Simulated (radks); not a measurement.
Species: Pb0.75+. Configuration: [Xe] 4f14 5d10 6p(up 1, down 1) 6s(up 0.75, down 0.5) (fractional occupations, a model configuration).

Calculated with a radial shooting solver on a logarithmic mesh with Libxc functionals: scalar-relativistic Kohn-Sham, PBE, spin-polarised, spherical densities, finite nucleus; Fermi nuclear charge, rms radius 5.5012 fm.

Energy parts (Ry):
total: -41751.2915
kinetic: 47155.2858
electron-nucleus: -104171.2990
Hartree: 16036.9250
exchange-correlation: -772.2033

Orbitals (lengths in bohr, moments of r in powers of bohr):
| orbital | occ. | eigenvalue (Ry) | <r^4> | <1/r> |
|---|---|---|---|---|
| 1s up | 1 | -6473.844 | 3.537e-07 | 101.3 |
| 1s down | 1 | -6473.844 | 3.537e-07 | 101.3 |
| 2s up | 1 | -1158.450 | 0.00005104 | 23.79 |
| 2s down | 1 | -1158.450 | 0.00005104 | 23.79 |
| 2p up | 3 | -994.1881 | 0.00004235 | 20.91 |
| 2p down | 3 | -994.1879 | 0.00004235 | 20.91 |
| 3s up | 1 | -278.4902 | 0.001831 | 8.818 |
| 3s down | 1 | -278.4899 | 0.001831 | 8.818 |
| 3p up | 3 | -231.3608 | 0.002043 | 7.979 |
| 3p down | 3 | -231.3605 | 0.002043 | 7.979 |
| 3d up | 5 | -183.1731 | 0.001568 | 7.488 |
| 3d down | 5 | -183.1728 | 0.001568 | 7.488 |
| 4s up | 1 | -63.44853 | 0.03997 | 3.797 |
| 4s down | 1 | -63.44808 | 0.03997 | 3.797 |
| 4p up | 3 | -47.99525 | 0.05370 | 3.414 |
| 4p down | 3 | -47.99474 | 0.05370 | 3.414 |
| 4d up | 5 | -30.07273 | 0.07224 | 3.069 |
| 4d down | 5 | -30.07213 | 0.07224 | 3.069 |
| 5s up | 1 | -11.10437 | 0.9591 | 1.597 |
| 5s down | 1 | -11.10333 | 0.9586 | 1.597 |
| 4f up | 7 | -10.28628 | 0.1190 | 2.675 |
| 4f down | 7 | -10.28560 | 0.1190 | 2.675 |
| 5p up | 3 | -6.82697 | 1.724 | 1.365 |
| 5p down | 3 | -6.82539 | 1.721 | 1.366 |
| 5d up | 5 | -2.06806 | 6.600 | 1.012 |
| 5d down | 5 | -2.06252 | 6.557 | 1.013 |
| 6s up | 0.75 | -1.34271 | 49.25 | 0.5703 |
| 6s down | 0.5 | -1.32842 | 49.67 | 0.5699 |
| 6p up | 1 | -0.65115 | 174.2 | 0.4172 |
| 6p down | 1 | -0.63998 | 179.2 | 0.4149 |

The highest occupied level is 6p down at -8.707 eV. The density falls to 0.001 e/bohr^3 at r = 4.50 bohr. Summed over all electrons, <r^2> = 63.30 bohr^2, which gives a Langevin (diamagnetic) susceptibility term of -50.1 x 10^-6 cm^3/mol. The electron density at the nucleus is 2.955e+06 e/bohr^3 (large components only).
